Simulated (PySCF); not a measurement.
A small calculation by hand: chemical shift, span and skew from a shielding tensor

CH7ClN2Si, SMILES NC[Si@@H](N)Cl. Atoms are numbered in the order given.

```xyz
12

N     -2.2124    -1.2264     0.7463
C     -1.5236    -0.3307    -0.1772
Si     0.2215     0.0965     0.3784
N      1.1029    -1.3742     0.5482
Cl     1.0575     1.4364    -0.9982
H     -2.3786    -0.7589     1.6358
H     -1.6167    -2.0253     0.9611
H     -2.1133     0.5904    -0.3174
H     -1.4812    -0.7898    -1.1818
H      0.2543     0.7610     1.7113
H      1.9362    -1.3863     1.1267
H      1.2289    -1.9734    -0.2618
```

The structure is a stationary point at PBE0-D3(BJ)/def2-SVP. The structure was generated by enumeration; whether it is a known compound was not checked. Other conformers were not sampled.

GIAO shieldings from PySCF with PBE/pcSseg-1, non-relativistic, no solvent. The symmetric part of the tensor of N4 has the principal values 212.7, 224.5, 253.1 ppm. The same nucleus in NH3 has σ = 267.0 ppm at this level (PySCF, at its B3LYP-D3(BJ)/def2-TZVP geometry). Without spin–orbit terms, shifts of atoms bonded to Cl or Br come out too high.

Task: Work out the isotropic shielding, the ¹⁵N shift against NH3, the span and the skew.

Result: 
σ(iso) = (σ11 + σ22 + σ33)/3 = 230.1 ppm. δ = σ(ref) − σ(iso) = 267.0 − (230.1) = 36.9 ppm.
Span Ω = σ33 − σ11 = 40.4 ppm. Skew κ = 3(σ(iso) − σ22)/Ω = 0.42. Tumbling in solution averages the tensor to δ; in a static solid the shielding alone would spread this spin-1/2 line over Ω.
